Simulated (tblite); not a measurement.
Species: C8H13PS.
Atom-mapped SMILES: `[CH2:1]=[CH:2][C@@H:3]1[CH2:4][CH2:5][P@:6]1(=[S:7])[CH:8]1[CH2:9][CH2:10]1` (hydrogens: H11, H12 on C1; H13 on C2; H14 on C3; H15, H16 on C4; H17, H18 on C5; H19 on C8; H20, H21 on C9; H22, H23 on C10)

Structure optimised with GFN2-xTB, isolated species.

(1) Give the optimised bond lengths and angles.

## Answers

(1) 
```
   bond  length (Å)   order
  C1=C2       1.323  double
  C2–C3       1.479  single
  C3–C4       1.542  single
  C4–C5       1.539  single
  C5–P6       1.864  single
  P6=S7       1.933  double
  P6–C8       1.824  single
  C8–C9       1.501  single
 C9–C10       1.489  single
  C3–P6       1.892  single
 C8–C10       1.504  single
 C1–H11       1.076  single
 C1–H12       1.077  single
 C2–H13       1.083  single
 C3–H14       1.095  single
 C4–H15       1.090  single
 C4–H16       1.089  single
 C5–H17       1.089  single
 C5–H18       1.091  single
 C8–H19       1.083  single
 C9–H20       1.082  single
 C9–H21       1.080  single
C10–H22       1.080  single
C10–H23       1.081  single
```

Orders are formal, as drawn. A selection of angles:
```
     angle  degrees
 C2–C1–H11    122.0
 C2–C1–H12    121.6
H11–C1–H12    116.5
  C1–C2–C3    123.9
 C1–C2–H13    120.3
 C3–C2–H13    115.7
  C2–C3–C4    118.6
  C2–C3–P6    118.1
 C2–C3–H14    110.9
  C4–C3–P6     89.3
 C4–C3–H14    111.3
 P6–C3–H14    106.6
  C3–C4–C5     98.5
 C3–C4–H15    110.5
 C3–C4–H16    113.8
 C5–C4–H15    111.2
 C5–C4–H16    114.3
H15–C4–H16    108.4
  C4–C5–P6     90.4
 C4–C5–H17    116.4
 C4–C5–H18    112.4
 P6–C5–H17    117.9
 P6–C5–H18    109.6
H17–C5–H18    109.0
  C5–P6–S7    122.8
  C5–P6–C8    105.9
  S7–P6–C8    116.4
  C3–P6–C5     76.8
  C3–P6–S7    122.0
  C3–P6–C8    105.9
  P6–C8–C9    117.3
 P6–C8–C10    116.0
 P6–C8–H19    115.2
 C9–C8–C10     59.4
 C9–C8–H19    118.8
C10–C8–H19    118.9
 C8–C9–C10     60.4
 C8–C9–H20    117.2
 C8–C9–H21    118.0
C10–C9–H20    117.5
C10–C9–H21    119.1
H20–C9–H21    114.3
C9–C10–H22    119.2
C9–C10–H23    117.7
```

Torsions: C1–C2–C3–C4 -150°; C2–C3–C4–C5 -140° (anticlinal); C3–C4–C5–P6 19° (synperiplanar); C4–C5–P6–S7 -135° (anticlinal); C5–P6–C8–C9 122° (anticlinal); P6–C8–C9–C10 106° (anticlinal); C2–C3–P6–C5 138° (anticlinal); P6–C8–C10–C9 -108° (anticlinal).

The C–P distances run from 1.824 Å (P6–C8, drawn single) to 1.892 Å (C3–P6, drawn single), a spread of 0.068 Å. Of the pairs four or more bonds apart, S7···H20 is among the closest relative to their van der Waals radii: 2.86 Å, 95 % of the sum of Bondi's values. The 3-membered ring C8–C9–C10 has internal angles of 59.4° to 60.4°. The 4-membered ring C3–C4–C5–P6 has internal angles of 76.8° to 98.5°; it is puckered, 0.12 Å rms from its mean plane, widest ring torsion 19°. P6 (phosphorus bonded to 3 C and S) has angles from 76.8° to 122.8°. The C–C distances run from 1.323 Å (C1=C2, drawn double) to 1.542 Å (C3–C4, drawn single), a spread of 0.219 Å.

Point group: C1 (no symmetry element, even within 0.4 Å). Its GFN2-xTB frequencies are all real (lowest 31 cm⁻¹). The numbers are those of one conformer. 3 starts were optimised and ended at 0.00, 0.49 and 1.47 kcal/mol (GFN2-xTB); the lowest of these is shown.

The numbers are calculated, not measured.
